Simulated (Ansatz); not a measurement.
Mulliken charges of F₂Ga₂H₃N, SMILES `[F][Ga]([F])[NH][GaH2]` from ωB97M-V/def2-TZVPP in Ansatz (PBE0-D4/def2-TZVP geometry).

| atom | x (Å) | y (Å) | z (Å) | charge (e) |
| --- | --- | --- | --- | --- |
| F1 | 0.665 | -0.618 | 3.029 | -0.373 |
| Ga2 | 0.661 | -0.643 | 1.287 | 0.796 |
| F3 | 1.775 | -1.783 | 0.590 | -0.373 |
| N4 | -0.398 | 0.411 | 0.282 | -0.363 |
| Ga5 | -0.534 | 0.510 | -1.554 | 0.199 |
| H6 | -0.994 | 1.025 | 0.821 | 0.121 |
| H7 | -1.568 | 1.544 | -2.097 | -0.012 |
| H8 | 0.394 | -0.447 | -2.357 | 0.006 |

Q: By hand: the dipole of these point charges (1 e Å = 4.8032 D).

A: Σ q r = (-0.445, 0.439, -0.627) e Å, of length 0.885 e Å = 4.25 D.

Q: How does the dipole of the full density compare? (An estimate is asked.)

A: Ansatz gave: (-0.403, 0.402, -0.337) e Å, 3.18 D; the point charges give 1.34 times that, at 14° from its direction.

Point charges leave out the atoms' own dipoles, such as those of lone pairs, and Mulliken's split depends on the basis, so the two needn't agree.
